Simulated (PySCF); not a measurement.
Species: 1,1-dimethylbutylamine, C6H15N.
Atom-mapped SMILES: `[CH3:1][CH2:2][CH2:3][C:4]([CH3:5])([CH3:6])[NH2:7]` (hydrogens: H8, H9, H10 on C1; H11, H12 on C2; H13, H14 on C3; H15, H16, H17 on C5; H18, H19, H20 on C6; H21, H22 on N7)

Structure used (GFN2-xTB), in Å, numbered top down from 1:
```xyz
22
C6H15N angstrom
C      2.9387    0.0255   -0.0490
C      1.5106   -0.4674    0.1521
C      0.5000    0.6573   -0.0594
C     -0.9640    0.1853   -0.0863
C     -1.3620   -0.4726    1.2371
C     -1.8690    1.4059   -0.3367
N     -1.0958   -0.8187   -1.1375
H      3.6478   -0.7855    0.1007
H      3.0717    0.4145   -1.0566
H      3.1727    0.8207    0.6564
H      1.4099   -0.8693    1.1610
H      1.2920   -1.2687   -0.5541
H      0.7179    1.1423   -1.0150
H      0.6170    1.4084    0.7245
H     -2.4344   -0.6566    1.2568
H     -1.1063    0.1698    2.0754
H     -0.8512   -1.4242    1.3457
H     -1.5909    1.9051   -1.2640
H     -2.9105    1.0967   -0.4124
H     -1.7815    2.1211    0.4774
H     -0.8735   -0.4130   -2.0405
H     -2.0496   -1.1614   -1.1764
```

Computed, not measured: PBE0/def2-SVPD in PySCF (dipole) on a GFN2-xTB geometry, gas phase.

Masses are those of the commonest isotopes; rigid-rotor values at the optimised geometry. The values belong to one conformer with, in the numbering `[CH3:1][CH2:2][CH2:3][C:4]([CH3:5])([CH3:6])[NH2:7]`, C1–C2–C3–C4 171°, C2–C3–C4–C5 61°, C3–C4–N7–H -62° and 179°.

What are A, B and C (MHz)?

Ia = 120.12, Ib = 349.52, Ic = 356.32 u·Å²; 505379 MHz·u·Å²/I gives A = 4207, B = 1446, C = 1418 MHz.

What kind of rotor is it?

A near-prolate asymmetric top; Ray's κ = -0.980.

Is it planar, by Δ = Ic − Ia − Ib?

Not planar: Δ = Ic − Ia − Ib = -113.32 u·Å². For a rigid frame Δ = −2 Σ m c², so Σ m c² = 56.66 u·Å² lies off the ab plane: 18.28 from hydrogen and 38.38 from heavier atoms. The atom farthest from that plane is 2.01 Å away.

Give the other two planar moments, Paa and Pbb, and the rms extents of the mass along the axes.

Paa = Σ m a² = (Ib + Ic − Ia)/2 = 292.86 and Pbb = Σ m b² = (Ia + Ic − Ib)/2 = 63.46 u·Å². With the mass M = 101.12 u, the rms extents √(P/M) along a, b and c are 1.70, 0.79, 0.75 Å.

List the rotational levels J(Ka,Kc) to J = 3 (MHz).

Above 0(0,0):
J = 1: 1(0,1) 2864, 1(1,1) 5626, 1(1,0) 5653
J = 2: 2(0,2) 8593, 2(1,2) 11327, 2(1,1) 11409, 2(2,1) 19694, 2(2,0) 19694
J = 3: 3(0,3) 17185, 3(1,3) 19878, 3(1,2) 20044, 3(2,2) 28287, 3(2,1) 28288, 3(3,1) 42164, 3(3,0) 42164

Which types of transition are allowed, and where do some lines up to J = 3 fall?

The dipole components are |μa| = 0.89 D, |μb| = 0.67 D, |μc| = 0.08 D. The squared components, which scale the intensities, stand as 1.00 : 0.57 : 0.01 (a : b : c). Some lines, for components of 0.1 D or more:

```json
{"type": "b", "branch": "R", "J(Ka,Kc)": "3(1,2) ← 2(2,1)", "MHz": "349", "lower level (cm⁻¹)": "0.657"}
{"type": "b", "branch": "Q", "J(Ka,Kc)": "1(1,0) ← 1(0,1)", "MHz": "2789", "lower level (cm⁻¹)": "0.096"}
{"type": "a", "branch": "R", "J(Ka,Kc)": "2(1,2) ← 1(1,1)", "MHz": "5701", "lower level (cm⁻¹)": "0.188"}
{"type": "a", "branch": "R", "J(Ka,Kc)": "2(1,1) ← 1(1,0)", "MHz": "5756", "lower level (cm⁻¹)": "0.189"}
{"type": "b", "branch": "Q", "J(Ka,Kc)": "2(2,1) ← 2(1,2)", "MHz": "8367", "lower level (cm⁻¹)": "0.378"}
{"type": "a", "branch": "R", "J(Ka,Kc)": "3(1,3) ← 2(1,2)", "MHz": "8551", "lower level (cm⁻¹)": "0.378"}
{"type": "a", "branch": "R", "J(Ka,Kc)": "3(0,3) ← 2(0,2)", "MHz": "8592", "lower level (cm⁻¹)": "0.287"}
{"type": "a", "branch": "R", "J(Ka,Kc)": "3(2,1) ← 2(2,0)", "MHz": "8594", "lower level (cm⁻¹)": "0.657"}
{"type": "b", "branch": "Q", "J(Ka,Kc)": "3(3,0) ← 3(2,1)", "MHz": "13876", "lower level (cm⁻¹)": "0.944"}
{"type": "b", "branch": "Q", "J(Ka,Kc)": "3(3,1) ← 3(2,2)", "MHz": "13877", "lower level (cm⁻¹)": "0.944"}
```

Estimate the classical rotational partition function at 10 K, 50 K and 500 K.

Point group C1, symmetry number σ = 1; q = (√π/σ)·√((kT/h)³/(ABC)), k/h = 20836.6 MHz/K: 1810 at 10 K, 20300 at 50 K, 642000 at 500 K.

No GFN2-xTB frequencies stand behind this structure, so it isn't proved a minimum. Zero-point vibration and centrifugal distortion are left out. A rigid rotor knows nothing of inversion at nitrogen or internal rotation, which can split or shift real lines. Quadrupole hyperfine structure (14N) is left out.
